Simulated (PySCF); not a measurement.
From a computed spectrum to the compound

A species of 11 atoms with charge 1 has these harmonic modes (PBE0, small Gaussian bases with core potentials, PySCF 2.14.0):

```csv
cm⁻¹,km/mol,symmetry
11,0.2,a
128,4.2,a
158,0.1,b
569,47.5,b
578,6.3,a
627,9.9,b
657,0.3,a
660,0.8,a
669,0.7,b
1085,1.9,a
1086,6.0,b
1093,5.6,a
1112,19.4,b
1250,158.3,b
1263,46.4,a
1300,164.4,b
1306,8.7,a
1313,18.9,b
1320,0.1,a
2164,1.3,a
2174,228.2,b
2182,245.5,b
2187,8.6,a
2219,21.8,b
2220,204.6,a
2728,19.9,b
2729,5.8,a
```

**Question.** Which species is it, and in which structure?

**Answer.** [Lu(BH4)2]+ (singlet):
```xyz
11

Lu    0.0000    0.0000   -0.1569
B     2.0103   -0.0237    0.9223
H     3.0247   -0.0279    1.5555
H     1.1879   -0.9330    1.2657
H     2.1384   -0.1700   -0.3285
H     1.3313    1.0476    1.0478
B    -2.0104    0.0234    0.9222
H    -3.0248    0.0274    1.5553
H    -1.1880    0.9327    1.2659
H    -2.1384    0.1701   -0.3286
H    -1.3314   -1.0479    1.0475
```
Ideal gas at 298.15 K and 1 bar: S = 342.3 J/(mol K), Cp = 90.8 J/(mol K), H − H(0 K) = 18.6 kJ/mol (rigid rotor, harmonic modes, spin degeneracy alone; the modes under 60 cm⁻¹ make these uncertain). 
 Other answers can fit too; this one was computed.
